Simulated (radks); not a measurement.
Species: Pr. Configuration: [Xe] 4f3 6s1 5d1 (not the ground configuration).

Calculated with a radial shooting solver on a logarithmic mesh with Libxc functionals: scalar-relativistic Kohn-Sham, PBE, spin-unpolarised, spherical densities, finite nucleus; Fermi nuclear charge, rms radius 4.8919 fm.

Energy parts (Ry):
total: -18473.6108
kinetic: 19618.4471
electron-nucleus: -44821.5780
Hartree: 7161.0955
exchange-correlation: -431.5754

Orbitals (lengths in bohr, moments of r in powers of bohr; r(90%) holds 90 % of the orbital's charge):
orbital  occ.  eigenvalue (Ry)  r(90%)   <1/r>
1s          2        -3073.072  0.0435   64.68
2s          2        -494.3303   0.159   14.93
2p          6        -442.3287   0.147   14.11
3s          2        -106.5942   0.400   5.431
3p          6        -90.12090   0.405   5.137
3d         10        -66.98881   0.387   4.874
4s          2        -21.12920   0.894   2.267
4p          6        -15.74665   0.959   2.089
4d         10         -8.04722    1.09   1.821
4f          3         -0.01542    2.28   1.162
5s          2         -2.78248    2.18  0.8748
5p          6         -1.49811    2.61  0.7349
5d          1         -0.10111    6.19  0.3760
6s          1         -0.22371    6.94  0.2681

The highest occupied level is 4f at -0.210 eV. The electron density at the nucleus is 4.336e+05 e/bohr^3 (large components only).
